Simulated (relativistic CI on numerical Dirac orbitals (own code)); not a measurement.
Sensitivity of the levels of O6+ to α

Computed by Dirac-Coulomb-Breit CI, separate exchange-only KLI orbitals for each configuration, derivatives by finite differences, unscaled Slater integrals, QED left out (own radial code, finite nucleus).

Configuration list: 1s2, 1s.2s, 1s.2p. Levels of other configurations are missing.

With x = (α/α₀)² − 1 an excitation energy changes as ω = ω₀ + qx; K = 2q/ω₀ is the relative enhancement. Terms are leading LS components, so labels can repeat.

Lowest level 1s2 1S_0.

```
      Level  ω₀ (cm⁻¹)  q (cm⁻¹)         K
 1s.2s 3S_1    4516505      1921  0.000851
1s.2p 3P°_0    4577801      2599   0.00114
1s.2p 3P°_1    4577854      2646   0.00116
1s.2p 3P°_2    4578398      3198    0.0014
 1s.2s 1S_0    4581043      2367   0.00103
1s.2p 1P°_1    4624591      2787   0.00121
```
